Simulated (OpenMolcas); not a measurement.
**Lines of S: computed and rescaled rates**

* Program: OpenMolcas
* Method: SS-CASPT2, IPEA 0.25 Eh, imaginary shift 0.1 Eh (closed shells correlated: 2s 2p)
* Basis: ANO-R3 [6s5p4d3f1g]
* Scalar Hamiltonian: X2C, finite nucleus
* Active space: 6 electrons in 4 orbitals (3s 3p)
* State averaging: 2S+1 = 3 even, 3 roots; 2S+1 = 1 even, 6 roots; 2S+1 = 3 odd, 3 roots (0 in the spin-orbit step)
* Spin-orbit coupling: state interaction with AMFI integrals over the reference wave functions, term energies averaged over their components

Rates come from the transition moments of the reference wave functions (E1 and E2 in the length form). At fixed line strength A goes as λ^-3 for E1 and M1 and as λ^-5 for E2, so a rate at the computed wavelength can be rescaled to the measured one. Measured vacuum wavelengths follow from level energies in NIST Handbook of Basic Atomic Spectroscopic Data. Branching counts decays inside the model space alone, at computed energies, and the table is only a selection of the E2 and M1 lines, drawn from those between levels with measured partners whose computed energy lies within a factor of 1.5 of the measured one.

```json
{"Upper": "3s2 3p4 3P0", "Lower": "3s2 3p4 3P1", "Type": "M1", "λ computed (nm)": "58870", "λ measured (nm)": "56310", "A computed (s-1)": "2.65e-04", "A rescaled (s-1)": "3.03e-04", "Branching %": "100.0"}
{"Upper": "3s2 3p4 3P1", "Lower": "3s2 3p4 3P2", "Type": "M1", "λ computed (nm)": "26980", "λ measured (nm)": "25250", "A computed (s-1)": "1.15e-03", "A rescaled (s-1)": "1.40e-03", "Branching %": "100.0"}
{"Upper": "3s2 3p4 1D2", "Lower": "3s2 3p4 3P1", "Type": "M1", "λ computed (nm)": "1129", "λ measured (nm)": "1131", "A computed (s-1)": "7.30e-03", "A rescaled (s-1)": "", "Branching %": "22.6"}
{"Upper": "3s2 3p4 1D2", "Lower": "3s2 3p4 3P2", "Type": "M1", "λ computed (nm)": "1084", "λ measured (nm)": "1082", "A computed (s-1)": "2.48e-02", "A rescaled (s-1)": "", "Branching %": "76.7"}
{"Upper": "3s2 3p4 1D2", "Lower": "3s2 3p4 3P2", "Type": "E2", "λ computed (nm)": "1084", "λ measured (nm)": "1082", "A computed (s-1)": "1.93e-04", "A rescaled (s-1)": "", "Branching %": "0.6"}
{"Upper": "3s2 3p4 1S0", "Lower": "3s2 3p4 1D2", "Type": "E2", "λ computed (nm)": "785.6", "λ measured (nm)": "772.7", "A computed (s-1)": "1.54e+00", "A rescaled (s-1)": "1.67e+00", "Branching %": "83.3"}
{"Upper": "3s2 3p4 1S0", "Lower": "3s2 3p4 3P1", "Type": "M1", "λ computed (nm)": "463.3", "λ measured (nm)": "459.1", "A computed (s-1)": "3.03e-01", "A rescaled (s-1)": "", "Branching %": "16.4"}
```

Spin-changing lines and M1 lines between different terms are not rescaled, since their strength hangs on the term gaps too.

The largest correction is for 3s2 3p4 3P1 → 3s2 3p4 3P2 (M1): 1.15e-03 × (26980 / 25250)^3 = 1.40e-03 s-1, a factor of 1.22.

The computed rate and branching of 3s2 3p4 3P1 → 3s2 3p4 3P2 give the upper level a radiative lifetime of 1.000 / 1.15e-03 s-1 = 8.70e+02 s, counting decays inside the model space alone. The rescaled rate gives about 7.1e+02 s.

No measured rate stands beside these. Rescaling mends the energy factor alone: line strengths can still be far off where a level mixes with configurations outside the active space, and weak or spin-changing lines hang on small mixing coefficients that depend on the term gaps too, so rescaling need not improve them.

CASPT2 does not keep the components of a term degenerate, so their means are used; among the terms shown or strongly mixed into the levels shown the widest spread is 150 cm-1 (3s2 3p4 1D). No level of 3s 3p5 was computed, though it lies in the active space. Computed and measured levels are paired by configuration, term and J; levels that our copy of the source lacks, or whose pairing is in doubt (as where it misses far off the trend of its configuration), stay unpaired. Only configurations of the active space appear.
